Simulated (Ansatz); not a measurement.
Consider the ligand exchange at a B–N bond: `O[SiH](F)NBS` + H–F → `FBS` + `N[SiH](O)F`.

Program: Ansatz. Geometries: PBE0-D4/def2-TZVP. ΔE: electronic, gas phase. CCSD(T)/CBS is the MP2 limit (def2-TZVPP, def2-QZVPP) plus CCSD(T) − MP2 in def2-TZVPP, frozen cores. This one scheme is used for every species. Functionals use def2-TZVPP. HSE06 is defined as in plane-wave codes. One conformer a species, not always the lowest.

```tsv
level	ΔE (kJ/mol)	difference from CCSD(T)/CBS
HSE06-D4	-17.8	-0.9
ωB97X-V	-25.4	-8.5
PBE-QIDH	-19.2	-2.3
PBE	-25.9	-9.0
BLYP	-36.3	-19.4
PBE0	-23.6	-6.7
r2SCAN0	-25.2	-8.3
HSE06	-23.3	-6.4
SCS-MP2/def2-TZVPP	-20.5	-3.6
SCS-MP2/def2-QZVPP	-19.4	-2.5
CCSD(T)/CBS	-16.9	0
```

Largest T1 diagnostic among the species: 0.014.

From BLYP to BHLYP (50 % exact exchange), in def2-TZVPP and without D4, ΔE moves by +3.6 kJ/mol. Leaving LDA and LC-ωPBE aside and taking each functional with its dispersion term where it has one, the values, not all of them listed here, spread over 16.1 kJ/mol, from B97M-V to revPBE-D4. LDA lies +6.4 kJ/mol from PBE without D4. At CCSD(T), def2-SVP lies −7.6 kJ/mol from the extrapolated value and def2-TZVPP −2.1 kJ/mol.
